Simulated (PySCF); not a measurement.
## Dipole moment and polarisability of `[SiH3]O/C=C/N1CCCC1`

C₆H₁₃NOSi.
Structure used (PBE0-D3(BJ)/def2-SVP), in Å, numbered top down from 1:
```xyz
22
C6H13NOSi angstrom
Si     3.9380    0.4455    0.7170
O      2.9890    0.9954   -0.5392
C      1.6487    0.8055   -0.7132
C      0.8239    0.2633    0.2062
N     -0.5309    0.0891    0.0704
C     -1.3104   -0.7516    0.9562
C     -2.5341   -1.1158    0.1175
C     -2.6760    0.0744   -0.8281
C     -1.2265    0.4228   -1.1456
H      5.3305    0.8368    0.3738
H      3.5349    1.0686    2.0165
H      3.8225   -1.0402    0.8545
H      1.2999    1.1602   -1.6854
H      1.2271   -0.0681    1.1699
H     -1.6035   -0.2104    1.8786
H     -0.7458   -1.6465    1.2718
H     -2.3292   -2.0302   -0.4630
H     -3.4302   -1.3028    0.7267
H     -3.1588    0.9185   -0.3091
H     -3.2693   -0.1484   -1.7264
H     -1.0892    1.4888   -1.4036
H     -0.8427   -0.1654   -2.0081
```

Level: B3LYP/def2-SVPD (PySCF), static field, nuclei fixed, core orbitals frozen in the response. The polarisability tensor in these axes (au):

```
x   148.94  11.95   1.72
y    11.95  94.79  -6.88
z     1.72  -6.88 102.74
```

Task: Give the principal values, the mean and the anisotropy Δα = √{½[(α1 − α2)² + (α2 − α3)² + (α1 − α3)²]}.

Result: Principal values 88.70, 106.31 and 151.46 au; mean 115.49 au = 17.11 Å³ = 19.04 × 10⁻⁴⁰ C²·m²/J; Δα = 56.07 au (49 % of the mean).

Task: What is the dipole moment, and where does it point?

Result: (-2.15, -0.99, 0.52) D, 2.42 D in size, pointing from the negative to the positive side. Measured along this direction, the outermost atoms are H10 at the negative end and H18 at the positive end.

Task: What are the principal values of the traceless quadrupole moment, Θ = ½Σq(3rr − r²1), about the centre of nuclear charge?

Result: -3.35, -2.65, 6.00 D·Å. The values depend on the origin, since the dipole doesn't vanish. The electronic extent ⟨r²⟩ about the same centre is 2236 bohr², a root-mean-square distance of 2.83 Å for the 78 electrons.

Task: Directions of the eigenvectors, and the extent of the frame along each?

Result: Largest value along (0.98, 0.21, 0.01), where the nuclei span 9.01 Å; middle along (0.09, -0.44, 0.89), 3.80 Å; least along (-0.19, 0.87, 0.45), 2.80 Å. The response follows the extents in order.

Task: What depolarisation ratio follows for Rayleigh scattering of linearly polarised light, taking the static tensor?

Result: ρ = 3Δα²/(45ᾱ² + 4Δα²) = 9433.0/(600216 + 12577.4) = 0.0154.

Task: Find the Langevin capture rate constant for H3+ (3.023 u) meeting this molecule (143.077 u), k = 2.342 × 10⁻⁹ cm³/s × √(α in Å³ / reduced mass in u).

Result: The reduced mass is 2.96 u, so k = 5.63 × 10⁻⁹ cm³/s. The formula leaves out the permanent dipole, which adds to the capture rate.

One conformer (not necessarily the lowest) at the PBE0-D3(BJ)/def2-SVP geometry, without solvent, vibrations or thermal averaging.
